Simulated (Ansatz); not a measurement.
This geometry of C2H5FSSi (10 atoms, charge 0, multiplicity 1) is a first-order saddle point.

Computed with RKS PBE-D4/6-31G (Ansatz).

```xyz
10
Properties=species:S:1:pos:R:3
F -1.481 -1.318 1.325
Si 0.097 -1.579 0.640
S 1.461 -0.381 2.182
C -0.377 -0.170 -1.291
C -0.192 0.948 -0.520
H 1.793 0.755 1.456
H -1.369 -0.625 -1.391
H 0.380 -0.506 -2.006
H -0.984 1.329 0.130
H 0.755 1.496 -0.523
```

Question: Which two structures does it join? (They come from a converged band through this point; their orientation in space is the band's.)

Answer: No bond is made or broken. The dihedral F1–Si2–S3–H6 goes from -9 to 169°.

First end point:

```xyz
10
Properties=species:S:1:pos:R:3
F -1.019 -0.888 1.719
Si 0.190 -1.587 0.677
S 2.099 -0.621 1.569
C -0.597 -0.107 -1.415
C -0.297 1.007 -0.698
H 1.527 0.306 2.436
H -1.596 -0.556 -1.386
H 0.104 -0.533 -2.140
H -1.013 1.444 0.004
H 0.686 1.484 -0.764
```

Last end point:

```xyz
10
Properties=species:S:1:pos:R:3
F -1.406 -0.929 1.429
Si 0.177 -1.393 0.874
S 1.376 0.074 2.226
C -0.570 -0.133 -1.416
C -0.314 1.016 -0.738
H 2.624 -0.484 1.970
H -1.529 -0.651 -1.314
H 0.128 -0.537 -2.156
H -1.028 1.418 -0.013
H 0.623 1.566 -0.859
```

Question: How far does it lie above each of them?

Answer: 26.2 kJ/mol above the first and 24.3 kJ/mol above the second. This is the barrier of this one path; another mechanism may lie lower. Limits of this set-up: no polarisation functions.

Time of the run: 11 min on 1 CPU thread of a shared host.
